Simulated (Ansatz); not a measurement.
One geometry of [GaCl4]- (GaCl₄⁻), several levels of theory.

```yaml
crystal:
  periodic: [false, false, false]
  atoms:
    - {symbol: Ga, position_ang: [0.000025, 0.000002, 0.000002]}
    - {symbol: Cl, position_ang: [0.010604, -0.017511, 2.233212]}
    - {symbol: Cl, position_ang: [2.101994, 0.010623, -0.754368]}
    - {symbol: Cl, position_ang: [-1.060399, 1.826868, -0.725106]}
    - {symbol: Cl, position_ang: [-1.052224, -1.819983, -0.753730]}
basis:
  gaussian: {orbitals: def2-TZVPD, initial_orbitals: start.molden}
total_charge: -1
hamiltonian: {xc: {text: "exchange = 0.95*pbe_x + 0.05*exact_x\ncorrelation = pbe_c"}}
scf: {omitted_lower_state_checks: [starts]}
output: {orbitals: {seedname: orbitals}}
```

The file start.molden holds the orbitals of an earlier run on this structure, at another level or in another basis.

```sh
$ ansatz run in.yaml --threads 4 --pin off --events-out ev --progress --plain --max-ram 3916MiB
```

Shortened log:

```
Functional definition: unnamed
1496 factors; their error is unknown
mean field evaluation 1: about -102452.0523 eV, gradient 1.4e1 eV
mean field evaluation 2: about -102452.1551 eV, gradient 1.6e-1 eV
mean field evaluation 4: about -102452.1866 eV, gradient 1.6e-4 eV
mean field -102452.18660168 eV, -3765.0484130254 hartree, gradient 1.8e-5 eV, S^2 0.000000; 0 other end points of the search recorded, 0 dependent functions left out
reference -102452.18666400 eV, -3765.0484153155 hartree; 50, 50 occupied and 188, 188 virtual orbitals, 1496 factors
Total energy: -102452.18666400 eV, -3765.0484153155 hartree
Checks for a lower state left out: starts
```

It took 3.4 s on 4 threads of AMD EPYC 9B14 on a shared host, peak host memory 0.95 GiB.

The first input with `hamiltonian: {xc: {text: "exchange = 0.90*pbe_x + 0.10*exact_x\ncorrelation = pbe_c"}}` (abridged; 3.3 s):

```
Functional definition: unnamed
mean field -102453.20753644 eV, -3765.0859316858 hartree, gradient 1.4e-5 eV, S^2 0.000000
Total energy: -102453.20759640 eV, -3765.0859338893 hartree
Checks for a lower state left out: starts
```

First input, but with `hamiltonian: {xc: {name: PBE-QIDH}}` and without the key `output` (abridged; 6 s):

```
Functional definition: PBE-QIDH
mean field -102428.26388646 eV, -3764.1692694567 hartree, gradient 1.2e-6 eV, S^2 0.000000
29 core orbitals not correlated: weight in the atoms' cores, before any rotation towards them, 1.000 or more for the frozen orbitals, at most 0.000 for the correlated occupied ones
second order -30.09721745 eV of doubles, -0.00000000 eV of singles
Total energy: -102438.29631578 eV, -3764.5379544338 hartree
Checks for a lower state left out: starts
```

The first input with `hamiltonian: {xc: {text: "exchange = 0.50*pbe_x + 0.50*exact_x\ncorrelation = pbe_c"}}` (abridged; 3.7 s):

```
Functional definition: unnamed
mean field -102461.83393838 eV, -3765.4029461099 hartree, gradient 6.7e-5 eV, S^2 0.000000
Total energy: -102461.83397615 eV, -3765.4029474978 hartree
Checks for a lower state left out: starts
```

First input, but with `gaussian: {orbitals: def2-SVPD, initial_orbitals: start.molden}`, `hamiltonian: {xc: pbe0, dispersion: d4}` (abridged; 1.7 s):

```
Functional definition: PBE0
mean field -102433.22468138 eV, -3764.3515753073 hartree, gradient 1.0e-5 eV, S^2 0.000000
Total energy: -102433.44403149 eV, -3764.3596362750 hartree
Checks for a lower state left out: starts
```

The first input with `hamiltonian: {xc: {name: r2SCANh}, dispersion: d4}` (abridged; 5.5 s):

```
Functional definition: r2SCANh
mean field -102475.81081980 eV, -3765.9165870283 hartree, gradient 6.3e-6 eV, S^2 0.000000
Total energy: -102475.87520449 eV, -3765.9189531220 hartree
Checks for a lower state left out: starts
```

As the first input, with `gaussian: {orbitals: STO-3G}`, `hamiltonian: {xc: hf}` (abridged; 0.2 s):

```
Functional definition: HF
mean field -101212.60520394 eV, -3719.4946368768 hartree, gradient 1.4e-5 eV, S^2 0.000000
Total energy: -101212.60520394 eV, -3719.4946368768 hartree
Checks for a lower state left out: starts
```

Geometry: PBE-D4/def2-SVPD.

Correlated methods freeze 29 core orbitals; core or outer-core shells of Ga are correlated, in sets that lack core-valence functions.
